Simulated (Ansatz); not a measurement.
The cluster ReO₂. Total charge 0; doublet. Geometry PBE0-D4/def2-TZVP; atoms count from 1.

Cartesian coordinates in Å:
```
Re 0.984 0.731 0.931
O -0.153 0.151 -0.328
O -0.831 -0.881 -0.603
```

In the def2 sets Re takes a core potential; there is no spin–orbit coupling. The structure holds one bond between oxygen atoms, so isomers without such links may lie far lower. The charge 0 doublet is spin-contaminated (final ⟨S²⟩ up to 2.26, 0.75 for a pure state). Another isomer (quartet) lies 6.62 eV lower at PBE0-D4/def2-TZVP; other spin states weren't run for this one.

**Question.** Estimate the Mulliken populations from the PBE0/def2-TZVP orbitals of Ansatz.

**Answer.** 
| atom | charge (e) | spin (α − β) | d electrons |
| --- | --- | --- | --- |
| Re1 | 0.28 | 1.93 | 5.09 |
| O2 | -0.09 | -0.34 | – |
| O3 | -0.19 | -0.59 | – |
Mulliken values depend strongly on the basis.

**Question.** Where does the spin sit?

**Answer.** Summed by element: Re 1.93, O -0.93, of 1 unpaired in all. Largest on single atoms: Re1 1.93, O3 -0.59, O2 -0.34.

**Question.** And the Mayer bond orders between heavy atoms (over 0.3)?

**Answer.** Re1–O2 1.29 (1.79 Å); Re1–O3 0.50 (2.87 Å); O2–O3 1.22 (1.26 Å).
